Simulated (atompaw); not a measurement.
Building the PAW (atompaw) potential for Mn (LDA (PW92), scalar-relativistic).

atompaw 4.2.0.5 input, output lines left out:

```
Mn 25
LDA-PW scalarrelativistic loggrid 1500 logderivrange -8 5 326
4 4 3 0 0 0
4 0 1
4 1 1
3 2 5
0 0 0
c
c
v
v
c
v
v
v
2
2.30 1.85 2.25 1.95
n
n
y
0.25
n
custom polynom vanderbiltortho gaussian
3 0 vpsmatchnc
0.90
2.30
1.50
2.30
2.30
2.30
```

(1) Estimate the cutoffs (Ry, on a coarse ladder) from which the occupation-weighted sum of valence levels, in a spherical-Bessel basis at the reference potential, stays within 10 and 1 mRy of its value at 400 Ry.

(2) Does the potential have ghost states?

(3) Is the overlap operator S = 1 + Σ q|β⟩⟨β| positive definite (Bessel basis up to 400 Ry)?

(4) Which valence shell sets the plane-wave cutoff?

Results:

(1) 70 Ry and 140 Ry.

(2) No extra level below or beside the all-electron valence levels (s, p, d, f tested). The logarithmic derivative shows an extra or strongly shifted pseudo pole above the reference energy (s near 0.14 Ry).

(3) Yes: its lowest eigenvalue is 0.46 (s channel).

(4) 3s: its level needs 90 Ry to come within 1 mRy, against 55 Ry for 3p.
